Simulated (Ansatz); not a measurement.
Consider the ligand exchange at the Si–Te bond: `[TeH][SiH]1BC1` + HCl → `Cl[SiH]1BC1` + H₂Te.

Gas-phase electronic energies from Ansatz, PBE0-D4/def2-TZVP geometries. CBS: MP2 limit from def2 TZ/QZ plus the TZ coupled-cluster correction, frozen cores. This one scheme is used for every species. DFT in def2-TZVPP. def2 core potentials past Kr. For Te outer-core shells are correlated without core-valence functions, which leaves a few kJ/mol of doubt a bond.

| level | ΔE (kcal/mol) |
| --- | --- |
| B97M-V | -11.1 |
| PBE-QIDH | -8.3 |

What does CCSD(T)/CBS give? (Estimate.)

Ansatz gave: -7.7 kcal/mol. The listed levels differ from it by -3.4, -0.6 kcal/mol.

Largest T1 diagnostic among the species: 0.013.

In def2-TZVPP, CCSD(T) changes the Hartree–Fock value by +2.9 kcal/mol (the triples alone add +0.5 kcal/mol) and MP2 by +3.7 kcal/mol. The D4 term adds +1.4 kcal/mol with B3LYP and +0.8 kcal/mol with PBE0; it sums over pairs of atoms, weighted by their polarisabilities, and B3LYP, whose exchange is more repulsive, gets the larger term.

CCSD(T)/CBS has its own doubt, a few kJ/mol and more with outer-core shells, so smaller differences from it don't rank the levels.

B3LYP here is the variant with VWN-RPA as its local correlation; programs differ in this.
